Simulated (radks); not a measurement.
The numbers below are computed, except where a source is named.
Problem. Species: Ho7+. Configuration: [Kr] 4d10 4f9 5s2 5p3. Level of theory: scalar-relativistic Kohn-Sham, SCAN, spin-polarised, spherical densities, finite nucleus; open shells are filled with parallel spins first (spin-orbit coupling, left out, can overturn this in heavy ions); meta-GGA in the generalised Kohn-Sham scheme; Fermi nuclear charge, rms radius 5.2022 fm (a radial shooting solver on a logarithmic mesh with Libxc functionals). Some entries of the table are withheld. Estimate them.

orbital  occ.  eigenvalue (Ry)  <1/r> (bohr^-1)
1s up       1        -4092.191            76.04
1s down     1        -4092.168            76.04
2s up       1        -692.9450            17.71
2s down     1        -692.9241            17.71
2p up       3        -614.5214            16.38
2p down     3        -614.4943            16.38
3s up       1        -161.9150            6.528
3s down     1        -161.6967            6.535
3p up       3        -137.7845            6.101
3p down     3        -137.5533            6.108
3d up       5        -107.1473            5.776
3d down     5        -106.9517            5.783
4s up       1        -38.93536            2.755
4s down     1        -38.45783            2.748
4p up       3        -30.92503            2.529
4p down     3        -30.45358            2.523
4d up       5        -20.07837            2.241
4d down     5        -19.58807            2.237
5s up       1        -11.06724            1.125
5s down     1        -10.51770            1.124
5p up       3         -8.89378           0.9996
4f up       7              (1)            1.762
4f down     2              (2)            1.758

Solution. 
(1) 4f up eigenvalue (Ry): -8.19415
(2) 4f down eigenvalue (Ry): -7.65335
